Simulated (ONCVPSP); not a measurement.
## Before and after: ONCV potential for Cl (Z = 17)

| Property | Result |
| --- | --- |
| Element | chlorine |
| Generator | ONCVPSP 4.0.1 |
| Type | optimised norm-conserving Vanderbilt (ONCV) |
| Functional | PBE |
| Relativity | non-relativistic |
| Frozen core | [He] |
| Valence charge | 15 |
| Reference configuration | 2s2 2p6 3s1.5 3p5.5 |
| Partial waves | 2s+3s: rc 0.80 bohr, ncon 3, nbas 8, qcut 16.7 1/bohr, 3 projectors, debl 0.3 Ha; 2p+3p: rc 0.65 bohr, ncon 3, nbas 7, qcut 20.5 1/bohr, 2 projectors |
| Local potential | polynomial inside 0.60 bohr (lpopt 1, dvloc0 1 Ha) |
| Core correction | Teter function fitted to the true core (icmod 2), fcfact 0.5 |

In the s channel the program set the typed energies aside and used -9.248, -0.766, 0.250 Ha.

All-electron outer shells of the reference configuration (PBE, non-relativistic, ld1.x):

```tsv
shell	level (eV)	outermost node (bohr)	outermost maximum (bohr)
1s	-2741.17	–	0.06
2s	-251.65	0.12	0.36
2p	-192.24	–	0.30
3s	-20.85	0.56	1.29
3p	-8.88	0.53	1.43
```

Change: p: qcut 28.

Cutoffs: the cutoffs (Ha) at which the residual kinetic energy of the hardest occupied pseudo-wave falls to 1 and 0.1 mHa per electron; they do not see the model core or the augmentation charge, which bear on the density cutoff. Errors are all-electron minus pseudo energies relative to the spin-unpolarised reference configuration.

Question: What does the change do?

Answer: The potential gets harder (172 Ha and 192 Ha → 241 Ha and 279 Ha); the errors of the 4 common tests hardly move; neither file shows a bound ghost. The waves are optimised to have the least kinetic energy above qcut, so the cutoff follows it (qcut²/2 in Ha).

```csv
quantity,base,changed
"cutoff, loose",172 Ha,241 Ha
"cutoff, tight",192 Ha,279 Ha
loose cutoff by channel,"s 48 Ha, p 172 Ha","s 48 Ha, p 241 Ha"
bound ghosts,none,none
GHOST(+) flags under 300 eV,none,none
"error for 2s2 2p6 3s2 3p5, meV [ΔE -5.97 eV]",0.0,0.0
"error for 2s2 2p6 3s2 3p4, meV [ΔE 7.92 eV]",+0.9,+0.9
"error for 2s2 2p6 3s2 3p3, meV [ΔE 33.38 eV]",+4.2,+3.6
"error for 2s2 2p6 3s1 3p5, meV [ΔE 20.43 eV]",-0.5,-0.4
s: phases at 0.81 bohr within 0.05 rad from the reference energy up to (Ha; the scan ends near 5),to the end of the scan,to the end of the scan
p: phases at 0.66 bohr within 0.05 rad from the reference energy up to (Ha; the scan ends near 5),to the end of the scan,to the end of the scan
"rms error of d²Exc/dni dnj with the model core, mHa",2.93,3.03
```
